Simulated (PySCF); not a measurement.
# Choosing a basis for TDDFT

Compound: 1,5-pentanediol, C₅H₁₂O₂.
Z-matrix (Å and degrees, PBE0-D3(BJ)/def2-SVP geometry), rows numbered from 1:
```
O 
C   1  1.4039
C   2  1.5222  1  113.21
C   3  1.5234  2  114.23  1    54.30
C   4  1.5223  3  114.51  2    64.33
C   5  1.5208  4  112.81  3   171.63
O   6  1.4047  5  113.18  4   -58.50
H   1  0.9632  2  107.89  3    58.79
H   2  1.1017  1  105.91  3   120.82
H   2  1.1088  1  111.68  3  -124.00
H   3  1.1057  2  108.81  1   -67.87
H   3  1.1047  2  108.43  1   177.77
H   4  1.1012  3  109.71  2  -173.59
H   4  1.1029  3  108.87  2   -57.58
H   5  1.1030  4  110.75  3   -66.51
H   5  1.1076  4  109.76  3    50.05
H   6  1.1085  5  109.70  4   176.28
H   6  1.1021  5  109.61  4    59.62
H   7  0.9630  6  107.78  5   -61.61
```

TDDFT with PBE0 (PySCF), vertical singlets, core orbitals frozen in the response, spherical d and f functions. One conformer (not necessarily the lowest) at the PBE0-D3(BJ)/def2-SVP geometry, without solvent, vibrations or thermal averaging.

Compare 6-31G*, 6-31+G*, def2-SVP, def2-SVPD, aug-cc-pVDZ and def2-TZVP for this molecule.

```tsv
basis	functions	diffuse	S1 (eV)	S2 (eV)	S3 (eV)	S4 (eV)	S5 (eV)	LUMO (eV)	α (au)
6-31G*	122	no	8.00	8.04	9.02	9.12	9.54	2.27	60.5
6-31+G*	150	yes	6.74	6.76	7.38	7.39	7.54	0.24	68.0
def2-SVP	158	no	7.58	7.59	8.47	8.47	8.87	1.54	62.5
def2-SVPD	242	yes	6.97	6.98	7.73	7.75	7.99	0.46	72.7
aug-cc-pVDZ	269	yes	6.45	6.47	7.02	7.06	7.19	-0.20	74.3
def2-TZVP	289	no	7.19	7.19	8.01	8.04	8.45	0.88	70.2
```

States are compared by their number. Against the largest diffuse basis here (aug-cc-pVDZ, itself not a converged limit), sets without diffuse functions differ by up to 1.55 eV in S1 and 2.34 eV in S5; the smaller diffuse sets differ by up to 0.52 and 0.80 eV. S1 is led by HOMO-1→LUMO (70%) in 6-31G* and by HOMO→LUMO (57%) in aug-cc-pVDZ. S1 is led by HOMO-1→LUMO (61%) in def2-SVP and by HOMO→LUMO (57%) in aug-cc-pVDZ. State by state, the largest deviation of a set without diffuse functions is S1 1.55, S2 1.57, S3 2.00, S4 2.06, S5 2.34 eV. The same number needn't mean the same state in each row. Against aug-cc-pVDZ the polarisability deviates by -19% in 6-31G*, -9% in 6-31+G*, -16% in def2-SVP, -2% in def2-SVPD, -5% in def2-TZVP. A single + in a Pople set puts diffuse functions on heavy atoms only.
